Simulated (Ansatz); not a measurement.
`[O][Ge]([F])([F])[F]` radical. Total charge 0; spin multiplicity 2.

(1) What are the harmonic wavenumbers in cm⁻¹ at PBE0-D4/def2-TZVP (Ansatz, finite differences of forces, unscaled)? (Best estimate.)

(2) Is this a minimum?

Results:

(1) Ansatz gave: 64, 191, 249, 258, 268, 712, 772, 782, 790.

(2) Yes, all 9 modes are real.
